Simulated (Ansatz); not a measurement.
Frontier orbitals of CH$_{7}$GeInO (`[GeH3][O][CH2][InH2]`).

Z-matrix (Å, degrees):
```
Ge
O 1 1.784
H 1 1.542 2 108.7
H 1 1.532 2 105.5 3 -120.3
H 1 1.542 2 108.6 3 119.3
C 2 1.414 1 116.9 3 -59.6
In 6 2.176 2 110.3 1 -179.8
H 6 1.101 2 111.8 1 59.5
H 6 1.101 2 111.8 1 -59.1
H 7 1.734 6 118.9 2 -180.0
H 7 1.725 6 120.4 2 0.0
```

Charge 0, multiplicity 1. Correlated methods include outer-core shells of Ge, In, which these sets cover unevenly. Scalar relativity is left out up to krypton. In: def2 effective core potential. Geometry: relaxed with PBE0-D4/def2-TZVP. It is one conformer, not always the lowest. Basis def2-TZVPP, the Gaussian-basis code of Ansatz.

```
             functional  HOMO (eV)  LUMO (eV)  gap (eV)
            LDA (SPW92)      -5.87      -2.57      3.30
                    PBE      -5.71      -2.31      3.40
                   PBE0      -6.85      -1.56      5.29
                r2SCANh      -6.34      -1.75      4.59
HSE06 (plane-wave form)      -6.46      -1.92      4.54
                  BHLYP      -7.92      -0.93      6.99
                ωB97M-V      -9.01      -0.13      8.88
                     HF      -9.58       0.77     10.35
```

Against PBE, PBE0 changes HOMO and LUMO by −1.14 and +0.75 eV, ωB97M-V by −3.30 and +2.18 eV. A gap of 3.40 eV thus becomes 8.88 eV for the same molecule, so an orbital gap means little without its functional.
